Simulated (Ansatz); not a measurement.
Start from `C[Si](O)(S)Cl` and change one atom or group to get `C[Si](S)(Cl)C=O`.

Ansatz, PBE0-D4/def2-TZVP geometries, multiplicity 1. Each molecule was computed in one conformer, which needn't be the lowest.

| property | `C[Si](O)(S)Cl` |
| --- | --- |
| HOMO energy (PBE0/def2-TZVPP) / eV | -7.71 |
| size of the dipole moment (B3LYP/def2-TZVPP) / D | 1.66 |
| size of the dipole moment (PBE/def2-TZVPP) / D | 1.67 |
| LUMO energy (B3LYP/def2-TZVPP) / eV | 0.07 |
| HOMO energy (B3LYP/def2-TZVPP) / eV | -7.45 |
| HOMO–LUMO gap (ωB97M-V/def2-TZVPP) / eV | 11.91 |

(1) What does the change do to each property? (Best estimate.)

Results:

(1) The calculation gave: 
| property | `C[Si](S)(Cl)C=O` | shift |
| --- | --- | --- |
| HOMO energy (PBE0/def2-TZVPP) / eV | -7.08 | 0.63 |
| size of the dipole moment (B3LYP/def2-TZVPP) / D | 1.21 | -0.45 |
| size of the dipole moment (PBE/def2-TZVPP) / D | 1.23 | -0.44 |
| LUMO energy (B3LYP/def2-TZVPP) / eV | -2.09 | -2.16 |
| HOMO energy (B3LYP/def2-TZVPP) / eV | -6.88 | 0.57 |
| HOMO–LUMO gap (ωB97M-V/def2-TZVPP) / eV | 9.73 | -2.18 |

With PBE0 the HOMO rises by 0.63 eV and the LUMO falls by 2.24 eV, so the gap narrows by about 2.87 eV. PBE moves the HOMO by 0.79 eV and ωB97M-V by 0.59 eV. Dipoles are sizes alone; their direction can turn.

B3LYP here is the variant with VWN-RPA as its local correlation; programs differ in this.
